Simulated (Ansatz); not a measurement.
One change: `[SiH3]C1=CS1` becomes `FCC1=CS1`.

Ansatz, PBE0-D4/def2-TZVP geometries, multiplicity 1. Each molecule was computed in one conformer, which needn't be the lowest.

| property | `[SiH3]C1=CS1` |
| --- | --- |
| LUMO energy (PBE0/def2-TZVPP) / eV | -1.12 |
| LUMO energy (ωB97M-V/def2-TZVPP) / eV | 1.01 |
| HOMO–LUMO gap (ωB97M-V/def2-TZVPP) / eV | 8.84 |
| HOMO–LUMO gap (PBE0/def2-TZVPP) / eV | 4.54 |
| HOMO energy (B3LYP/def2-TZVPP) / eV | -5.44 |
| LUMO energy (PBE/def2-TZVPP) / eV | -2.09 |

(1) Give the same properties after the change, and the shifts. (An estimate is asked.)

Results:

(1) Ansatz gave: 
```csv
property,`FCC1=CS1`,shift
LUMO energy (PBE0/def2-TZVPP) / eV,-0.97,0.15
LUMO energy (ωB97M-V/def2-TZVPP) / eV,1.22,0.21
HOMO–LUMO gap (ωB97M-V/def2-TZVPP) / eV,9.10,0.26
HOMO–LUMO gap (PBE0/def2-TZVPP) / eV,4.73,0.19
HOMO energy (B3LYP/def2-TZVPP) / eV,-5.49,-0.05
LUMO energy (PBE/def2-TZVPP) / eV,-2.00,0.09
```

B3LYP here is the variant with VWN-RPA as its local correlation; programs differ in this.
